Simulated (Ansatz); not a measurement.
Consider the hydrogenolysis of a Ga–F bond: `[F][Ga]([SH])[Cl]` + H₂ → `[SH][GaH][Cl]` + H–F.

Calculated with Ansatz (gas phase, PBE0-D4/def2-TZVP geometries, no zero-point term in ΔE). CBS: MP2 limit from def2 TZ/QZ plus the TZ coupled-cluster correction, frozen cores. This one scheme is used for every species. DFT in def2-TZVPP. B3LYP here is the variant with VWN-RPA as its local correlation; programs differ in this. For Ga outer-core shells are correlated without core-valence functions, which leaves a few kJ/mol of doubt a bond. Scalar relativity is left out up to krypton. Each species was taken in one conformer, which may not be the lowest.

`[F][Ga]([SH])[Cl]`:

Z-matrix (Å, degrees):
```
Ga
F 1 1.743
Cl 1 2.115 2 116.8
S 1 2.169 2 119.1 3 -180.0
H 4 1.346 1 91.7 2 0.0
```

H₂:

Z-matrix (Å, degrees):
```
H
H 1 0.746
```

`[SH][GaH][Cl]`:

Cartesian coordinates in Å:
```
S -0.432 1.278 0.961
Ga 0.262 -0.312 -0.368
Cl 1.952 0.234 -1.559
H -1.428 0.529 1.465
H -0.354 -1.730 -0.498
```

H–F:

Z-matrix (Å, degrees):
```
F
H 1 0.920
```

| level | ΔE (kJ/mol) |
| --- | --- |
| B3LYP-D4 | 59.6 |
| PBE-QIDH | 54.4 |
| PBE0 | 50.0 |
| CCSD(T)/def2-TZVPP | 57.9 |

Task: What does CCSD(T)/CBS give? (Best estimate.)

Result: The calculation gave: +53.1 kJ/mol. The listed levels differ from it by 6.5, 1.3, -3.1, 4.8 kJ/mol.

Largest T1 diagnostic among the species: 0.013.

Leaving LDA and LC-ωPBE aside and taking each functional with its dispersion term where it has one, the values, not all of them listed here, spread over 14.1 kJ/mol, from HSE06-D4 to BLYP-D4. LDA lies −7.7 kJ/mol from PBE without D4. From PBE to PBE0 (25 % exact exchange), in def2-TZVPP and without D4, ΔE moves by −5.1 kJ/mol. At CCSD(T), def2-SVP lies +19.0 kJ/mol from the extrapolated value and def2-TZVPP +4.7 kJ/mol.
